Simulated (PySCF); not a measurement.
Gas-phase reaction: SnCl3 + 2 Br2 → SnBr4 + 3 Cl. Level: PBE0/def2-QZVP†; standard pressure 1 bar.

Method: PySCF energies plus ideal-gas RRHO corrections (1 bar). † marks an energy on the PBE0/def2-TZVP geometry and frequencies. Open shells (unrestricted): SnCl3 (multiplicity 2), Cl (multiplicity 2, electronic degeneracy 6); the rest are closed-shell singlets. Spin-orbit splitting is ignored; it lowers the true energy and changes the entropy of Cl. Sn: scalar-relativistic def2 core potential, no spin-orbit coupling. Br: all electrons, no relativistic terms. SnCl3: computed as isolated molecules; such fragments, hydroxides, amides, oligomers or adducts are transient or little studied in the gas. The harmonic model lacks anharmonicity and excited electronic states, which grow with temperature; levels with a mode under 35 cm⁻¹ are left out. Soft modes under 120 cm⁻¹ make the harmonic entropy rough for SnCl3, SnBr4.

```
T (K)  1000/T (1/K)  log10 K
-----  ------------  -------
800          1.2500   -12.84
1000         1.0000        ?
1200         0.8333    -6.91
1400         0.7143    -5.19
1600         0.6250    -3.89
1800         0.5556    -2.86
```

Question: Fit log10 K = a + b·(1000/T) to the five rows, get the mean ΔH° and ΔS°, and predict log10 K at 1000 K.

Answer: Means: 1000/T = 0.7956, log10 K = -6.338. Sums of products about the means: Sxy = -4.32175, Sxx = 0.301215, so b = Sxy/Sxx = -14.35 and a = -6.338 − (-14.35)×0.7956 = 5.08.
ΔH° = −R ln 10 × 1000 K × b = −19.145 × (-14.35) = 275 kJ; ΔS° = R ln 10 × a = 97 J/K. The run's own values go from 270 kJ and 92 J/K at 800 K to 283 kJ and 103 J/K at 1800 K.
Prediction at 1000 K: 5.08 + (-14.35)×1.0000 = -9.27. The computed value is -9.30, 0.03 from the line.
For scale, ΔH°(298 K) is 263 kJ at this level, 255 kJ at ωB97M-V/def2-TZVP†, and runs from 18 to 422 kJ over the 17 levels computed.
